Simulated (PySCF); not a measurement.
This script is equivalent to a calculation on Si⁺ (silicon, charge +1).

```python
from pyscf import gto, scf, dft, mp, cc
import basis_set_exchange as bse
mol = gto.M(atom="Si 0 0 0", charge=1, spin=1, symmetry="D2h",
            basis=gto.basis.parse(bse.get_basis("def2-SVP", elements=["Si"], fmt="nwchem", header=False)))
mf = dft.UKS(mol, xc="B88,P86")
mf.irrep_nelec = {'Ag': (3, 3), 'B1u': (1, 1), 'B2u': (2, 1), 'B3u': (1, 1)}
mf.kernel()
```

Question: What total energy does it give?

Answer: -288.995 hartree (calculated).

Question: Which occupied shell lies highest, and where?

Answer: 3p α, at -12.281 eV.

Question: What is ⟨S²⟩, and what would a pure spin state give?

Answer: 0.753, against 0.75.
